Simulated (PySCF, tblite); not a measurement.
Isomers of C4H3F3NO (doublet state), one GFN2-xTB conformer each. Single-point energies are computed at B3LYP/pcH-1 (PySCF, gas phase, no added dispersion term), electronic only. GFN2-xTB treats the open shell by occupation alone, and not every SCF solution was tested for stability.

```tsv
SMILES	GFN2-xTB relative energy (kJ/mol)
[H]/[C]=C(\C=N/[H])OC(F)(F)F	100.1
[H]/N=[C]/C(=C)OC(F)(F)F	0.0
```

Conformers: `[H]/[C:1]=[C:2](\[CH:3]=[N:4]/[H])[O:5][C:6]([F:7])([F:8])[F:9]` (doublet state) with C1–C2–C3–N4 180°, C1–C2–O5–C6 0°; `[H]/[N:4]=[C:3]/[C:2](=[CH2:1])[O:5][C:6]([F:7])([F:8])[F:9]` (doublet state) with C1–C2–C3–N4 -88°, C1–C2–O5–C6 173°.

Task: What does B3LYP/pcH-1 give for the same structures?

Result: 
```csv
SMILES,B3LYP/pcH-1 E (Eh),B3LYP/pcH-1 (kJ/mol),GFN2-xTB (kJ/mol),point group
[H]/N=[C]/C(=C)OC(F)(F)F,-583.66127,0.0,0.0,C1
[H]/[C]=C(\C=N/[H])OC(F)(F)F,-583.63774,61.8,100.1,Cs
```

Both levels put the same isomer lowest. 

Task: What happens when harmonic zero-point energies from GFN2-xTB frequencies are added?

Result: 
| SMILES | ZPE (kJ/mol) | electronic (kJ/mol) | with ZPE (kJ/mol) |
| --- | --- | --- | --- |
| [H]/N=[C]/C(=C)OC(F)(F)F | 173.0 | 0.0 | 0.0 |
| [H]/[C]=C(\C=N/[H])OC(F)(F)F | 174.5 | 61.8 | 63.3 |

The zero-point energies span 1.5 kJ/mol. The order is unchanged.
